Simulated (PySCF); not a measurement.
Molecule: 2-Hydroxypyridine, C₅H₅NO.

Mapped SMILES: `[OH:1][c:2]1[cH:3][cH:4][cH:5][cH:6][n:7]1` (H(Xn): hydrogen on atom n).

Spin–spin couplings on one PBE0-D3(BJ)/def2-SVP geometry, PySCF, gas phase, non-relativistic, equivalent pairs averaged (spin–dipole term only in couplings to heteroatoms); isotopes $^{13}$C, $^{1}$H, $^{17}$O; basis pcJ-1.

Question: How do the couplings (Hz) change with the functional? Times are CPU seconds on shared hosts with different chips, so compare them loosely.

Answer: 
```
functional  functions  $^{1}J$(C6,H(C6))  $^{1}J$(C5,H(C5))  $^{1}J$(C3,H(C3))  $^{1}J$(C4,H(C4))  $^{1}J$(O1,H(O1))  $^{1}J$(C2,C3)  $^{1}J$(C3,C4)  core-s
       LDA        239              145.0              136.2              135.8              130.9              -62.9            57.2            46.3      19
       PBE        239              170.6              159.3              159.3              154.0              -64.6            67.9            57.3      30
       KT2        239              184.3              170.7              170.2              164.6              -64.8            56.3            47.2      31
     B3LYP        239              185.4              173.4              174.2              167.3              -77.1            75.2            64.1      34
      PBE0        239              176.7              164.8              165.4              159.3              -74.1            73.1            62.0      38
     B97-2        239              169.3              157.5              158.0              152.3              -73.6            71.6            61.0      37
 BHandHLYP        239              199.3              186.2              187.7              179.8              -90.7            85.9            74.5      43
 CAM-B3LYP        239              183.3              171.3              172.3              164.9              -79.1            74.7            63.0      54
``` Left out for a near triplet instability: HF/pcJ-1.
